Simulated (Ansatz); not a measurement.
Ansatz results at the PBE0-D4/def2-TZVP geometry: size of the dipole moment (ωB97M-V/def2-TZVPP) 1.15 D; HOMO–LUMO gap (PBE/def2-TZVPP) 3.43 eV; HOMO–LUMO gap (B3LYP/def2-TZVPP) 5.09 eV.

Task: Which molecule gave them?
A. `COC(C)OC`
B. `[GeH3][B]1O[SiH2]1`
C. `C[O][Al]1[CH2][O]1`
D. `NB[Se][SiH3]`

Result: B. The others give `C[O][Al]1[CH2][O]1`: 3.76, 3.18, 4.84; `NB[Se][SiH3]`: 2.55, 4.90, 6.47; `COC(C)OC`: 1.83, 6.38, 8.22.

B3LYP here is the variant with VWN-RPA as its local correlation; programs differ in this.
